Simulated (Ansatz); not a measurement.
Consider the ligand exchange at the Si–C bond: `OC(O)=C[SiH3]` + `[CH3][Sc]([NH2])[OH]` → `[CH3][Sc]([NH2])[O][SiH3]` + `C=C(O)O`.

Computed with Ansatz on PBE0-D4/def2-TZVP structures; ΔE is electronic, products minus reactants. CBS: MP2 limit from def2 TZ/QZ plus the TZ coupled-cluster correction, frozen cores. DFT in def2-TZVPP. For Sc outer-core shells are correlated without core-valence functions, which leaves a few kJ/mol of doubt a bond. Scalar relativity is left out up to krypton. Each species was taken in one conformer, which may not be the lowest.

Problem. Is it downhill or uphill in electronic energy at CCSD(T)/CBS, and by how much? (Estimate.)

Solution. Ansatz gave: Downhill: ΔE = -23.8 kcal/mol.

Problem. What do these levels give: B97M-V, PBE, BLYP, r2SCAN, HF/def2-SVP, CCSD(T)/def2-SVP? (An estimate is asked.)

Solution. Computed: B97M-V -23.5, PBE -20.5, BLYP -23.5, r2SCAN -22.8, HF/def2-SVP -26.4, CCSD(T)/def2-SVP -23.1 kcal/mol.

Largest T1 diagnostic among the species: 0.014.

From BLYP to BHLYP (50 % exact exchange), in def2-TZVPP and without D4, ΔE moves by −2.2 kcal/mol. Leaving LDA and LC-ωPBE aside and taking each functional with its dispersion term where it has one, the values, not all of them listed here, spread over 5.5 kcal/mol, from BHLYP-D4 to revPBE-D4. LDA lies +1.2 kcal/mol from PBE without D4. In def2-TZVPP, CCSD(T) changes the Hartree–Fock value by +4.8 kcal/mol (the triples alone add +0.8 kcal/mol) and MP2 by +5.2 kcal/mol.
